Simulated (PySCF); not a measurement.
AlF4 (SMILES [F][Al-]([F])([F])[F]), charge -1, singlet, geometry from GFN2-xTB (such geometries of metal compounds can be far from the true shape); DF-HF/def2-SVP in PySCF.

Here is a job for PySCF.
```python
from pyscf import gto, scf

mol = gto.M(
    atom='''
Al   -0.000000    0.000000   -0.000000
F     1.586799   -0.299633   -0.476104
F     0.000013    0.796178    1.483404
F    -0.759757    0.962559   -1.153531
F    -0.827055   -1.459103    0.146232
''',
    basis='def2-svp',
    charge=-1,
    spin=0,
    verbose=4,
)

mf = scf.RHF(mol)
mf = mf.density_fit(auxbasis='def2-universal-jkfit')
mf.kernel()
```

The log (banner, timings and long lists left out):

```
PySCF version 2.14.0

[INPUT] verbose = 4
[INPUT] num. atoms = 5
[INPUT] num. electrons = 50
[INPUT] charge = -1
[INPUT] spin (= nelec alpha-beta = 2S) = 0
[INPUT] symmetry False subgroup None
[INPUT] Mole.unit = angstrom
[INPUT] Symbol           X                Y                Z      unit          X                Y                Z       unit  Magmom
[INPUT]  1 Al     0.000000000000   0.000000000000   0.000000000000 AA    0.000000000000   0.000000000000   0.000000000000 Bohr   0.0
[INPUT]  2 F      1.586799000000  -0.299633000000  -0.476104000000 AA    2.998615524734  -0.566224307882  -0.899706166810 Bohr   0.0
[INPUT]  3 F      0.000013000000   0.796178000000   1.483404000000 AA    0.000024566440   1.504558366404   2.803227292084 Bohr   0.0
[INPUT]  4 F     -0.759757000000   0.962559000000  -1.153531000000 AA   -1.435732651221   1.818972888735  -2.179857666196 Bohr   0.0
[INPUT]  5 F     -0.827055000000  -1.459103000000   0.146232000000 AA   -1.562907439952  -2.757305057531   0.276338430647 Bohr   0.0

nuclear repulsion = 240.647284883188
number of shells = 32
number of NR pGTOs = 132
number of NR cGTOs = 74
basis = def2-svp
ecp = {}

******** <class 'pyscf.df.df_jk.DFRHF'> ********
method = DFRHF
initial guess = minao
damping factor = 0
level_shift factor = 0
DIIS = <class 'pyscf.scf.diis.CDIIS'>
diis_start_cycle = 1
diis_space = 8
diis_damp = 0
SCF conv_tol = 1e-09
SCF conv_tol_grad = None
SCF max_cycles = 50
direct_scf = False
Set gradient conv threshold to 3.16228e-05
Initial guess from minao.
******** <class 'pyscf.df.df.DF'> ********
auxbasis = def2-universal-jkfit
init E= -639.074693508617
  HOMO = -0.669586087929622  LUMO = 0.0028176578252963  gap/eV = 18.29704
cycle= 1 E= -639.518728423115  delta_E= -0.444  |g|= 0.914  |ddm|=  2.1
  HOMO = -0.301530016763358  LUMO = 0.326455030762743  gap/eV = 17.08834
cycle= 2 E= -639.611122977532  delta_E= -0.0924  |g|= 0.53  |ddm|= 0.808
  HOMO = -0.38910980625633  LUMO = 0.322530934214196  gap/eV = 19.36473
cycle= 3 E= -639.65436798239  delta_E= -0.0432  |g|= 0.0273  |ddm|= 0.304
  HOMO = -0.385432362734444  LUMO = 0.323948950766889  gap/eV = 19.30325
cycle= 4 E= -639.654645586131  delta_E= -0.000278  |g|= 0.0038  |ddm|= 0.0394
  HOMO = -0.385753748731316  LUMO = 0.323566146969594  gap/eV = 19.30158
cycle= 5 E= -639.654653567276  delta_E= -7.98e-06  |g|= 0.000985  |ddm|= 0.00645
  HOMO = -0.385733753728302  LUMO = 0.323514868749617  gap/eV = 19.29964
cycle= 6 E= -639.654654168998  delta_E= -6.02e-07  |g|= 0.000149  |ddm|= 0.00188
  HOMO = -0.385744350968657  LUMO = 0.3235121365539  gap/eV = 19.29985
cycle= 7 E= -639.654654178779  delta_E= -9.78e-09  |g|= 1.88e-05  |ddm|= 0.000201
  HOMO = -0.385741752559177  LUMO = 0.323512009965901  gap/eV = 19.29978
cycle= 8 E= -639.654654178953  delta_E= -1.74e-10  |g|= 3.26e-06  |ddm|= 3.96e-05
  HOMO = -0.385741670561182  LUMO = 0.323512048332904  gap/eV = 19.29978
Extra cycle  E= -639.654654178958  delta_E= -5e-12  |g|= 1.2e-06  |ddm|= 5.19e-06
converged SCF energy = -639.654654178958
```
